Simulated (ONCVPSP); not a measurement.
**boron: ONCV pseudisation with PBE, scalar-relativistic reference atom.**

```json
{
 "Element": "boron",
 "Generator": "ONCVPSP 4.0.1",
 "Type": "optimised norm-conserving Vanderbilt (ONCV)",
 "Functional": "PBE",
 "Relativity": "scalar-relativistic",
 "Frozen core": "[He]",
 "Valence charge": "3",
 "Reference configuration": "2s1.5 2p1.5",
 "Partial waves": "2s: rc 1.40 bohr, ncon 4, nbas 7, qcut 4.2 1/bohr, local; 2p: rc 2.75 bohr, ncon 5, nbas 8, qcut 4.5 1/bohr, 2 projectors, debl 1.3 Ha; d scattering state at 0.2 Ha: rc 2.75 bohr, ncon 4, nbas 9, qcut 3.8 1/bohr, 3 projectors, debl 1 Ha",
 "Local potential": "the s channel",
 "Core correction": "Teter function, fcfact 3, rcfact 1.1"
}
```

Results:

```json
{
 "Cutoffs needed": "17 Ha and 53 Ha (the cutoffs (Ha) at which the residual kinetic energy of the hardest occupied pseudo-wave falls to 1 and 0.1 mHa per electron)",
 "Ghost test": "no bound ghost flagged; no localised positive-energy state flagged",
 "Largest excitation error": "+286 meV (all-electron minus pseudo) for 2s1 2p0, out of 4 test configurations",
 "rms error of d²Exc/dni dnj": "2.02 mHa without and 2.23 mHa with the model core"
}
```

Generation and tests took about 4 s on one core of a shared server CPU.
